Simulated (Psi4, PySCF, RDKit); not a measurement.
Conformational energy of C5H6OSSi, SMILES C(c1ccc([SiH3])s1)=O, singlet. Scanned: dihedral O1–C2–C3–S8; all other coordinates were relaxed at GFN2-xTB. Points at φ and −φ are mirror images. Heavy atoms are numbered in the order of the SMILES O=Cc1ccc([SiH3])s1, hydrogens after them in the order of the atoms that carry them; the mirror image has the same energies with the sign of each dihedral reversed.

Levels of theory: MMFF94 // GFN2-xTB (RDKit); RHF/STO-3G = restricted Hartree-Fock/STO-3G // GFN2-xTB run with PySCF; RHF/LANL2DZ = restricted Hartree-Fock/LANL2DZ, with its core potentials past Ne // GFN2-xTB run with PySCF; PBE-D3(BJ)/def2-SVP // GFN2-xTB (Psi4).

Energies relative to the lowest point of each profile, in kJ/mol; the last columns give the difference from PBE-D3(BJ):

| φ / ° | MMFF94 | RHF/STO-3G | RHF/LANL2DZ | PBE-D3(BJ)/def2-SVP | MMFF94 − PBE-D3(BJ)/def2-SVP | RHF/STO-3G − PBE-D3(BJ)/def2-SVP | RHF/LANL2DZ − PBE-D3(BJ)/def2-SVP |
|---|---|---|---|---|---|---|---|
| -150 | 8.8 | 8.2 | 10.3 | 12.7 | -3.9 | -4.5 | -2.3 |
| -120 | 29.5 | 18.3 | 28.1 | 35.2 | -5.7 | -16.9 | -7.1 |
| -90 | 45.1 | 20.6 | 37.6 | 50.5 | -5.3 | -29.9 | -12.9 |
| -60 | 35.3 | 17.8 | 28.7 | 35.3 | 0.0 | -17.6 | -6.6 |
| -30 | 18.3 | 6.3 | 9.2 | 11.0 | 7.3 | -4.7 | -1.8 |
| 0 | 11.4 | 0.0 | 0.0 | 0.0 | 11.4 | 0.0 | 0.0 |
| 30 | 18.3 | 6.3 | 9.2 | 11.0 | 7.3 | -4.7 | -1.8 |
| 60 | 35.3 | 17.8 | 28.7 | 35.3 | 0.0 | -17.6 | -6.6 |
| 90 | 45.1 | 20.6 | 37.6 | 50.5 | -5.3 | -29.9 | -12.9 |
| 120 | 29.5 | 18.3 | 28.1 | 35.2 | -5.7 | -16.9 | -7.1 |
| 150 | 8.8 | 8.2 | 10.3 | 12.7 | -3.9 | -4.5 | -2.3 |
| 180 | 0.0 | 3.1 | 2.4 | 3.4 | -3.4 | -0.3 | -1.0 |

MMFF94 is furthest from PBE-D3(BJ)/def2-SVP at 0 (11.4 kJ/mol, above); its mean absolute difference over the points is 4.9 kJ/mol.

RHF/STO-3G is furthest from PBE-D3(BJ)/def2-SVP at -90 (-29.9 kJ/mol, below); its mean absolute difference over the points is 12.3 kJ/mol.

RHF/LANL2DZ is furthest from PBE-D3(BJ)/def2-SVP at -90 (-12.9 kJ/mol, below); its mean absolute difference over the points is 5.2 kJ/mol.

MMFF94 has few fitted parameters for silicon.
